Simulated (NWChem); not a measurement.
Molecule: AgF; SMILES [F][Ag]

Results from NWChem. Coordinates come from a PBE0-D3(BJ)/def2-TZVP optimisation. def2 effective core potentials on Ag; no spin-orbit coupling. Level PBE/def2-SVPD: single points from the atomic guess with DIIS by default; each run changes one setting, and all converged runs end within 0.3 mHa of each other. NWChem's automatic level shift, which a small gap switches on, acted in some of these runs.

```csv
setting,SCF iterations
defaults,36
DIIS on 3 Fock matrices,30
level shift of 0.5 Ha throughout,36
occupation smearing of 0.005 Ha,10
70 % damping for 30 cycles,33
no level shifting,10
```
